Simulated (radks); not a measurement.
Cd+, configuration [Kr] 4d10 5s1 (the NIST ground configuration).

Method: scalar-relativistic Kohn-Sham, PBEsol, spin-unpolarised, spherical densities, point nucleus; computed with a radial shooting solver on a logarithmic mesh with Libxc functionals.

Energy parts (eV):
| part | energy |
|---|---|
| total | -152158.147 |
| kinetic | 158322.587 |
| electron-nucleus | -367566.457 |
| Hartree | 61207.079 |
| exchange-correlation | -4121.356 |

Orbitals (lengths in bohr, moments of r in powers of bohr; <r^-3> diverges for s and p1/2; r(max) is where P^2 peaks):
orbital  occ.  eigenvalue (eV)     <r^2>   r(max)  <r^-3>
1s          2        -26520.12  0.001251  0.01969       -
2s          2        -3944.920   0.02045   0.1113       -
2p          6        -3541.270   0.01612  0.08900    4065
3s          2        -742.1604    0.1470   0.3240       -
3p          6        -609.7706    0.1482   0.3172   735.4
3d         10        -402.4231    0.1334   0.2657   100.8
4s          2        -114.6590    0.8761   0.7950       -
4p          6         -75.7604     1.057   0.8452   125.2
4d         10         -20.5219     1.961   0.9812   10.39
5s          1         -13.0780     7.892    2.228       -

The highest occupied level is 5s at -13.078 eV. Summed over all electrons, <r^2> = 38.25 bohr^2, which gives a Langevin (diamagnetic) susceptibility term of -30.3 x 10^-6 cm^3/mol. The density falls to 0.001 e/bohr^3 at r = 3.85 bohr.
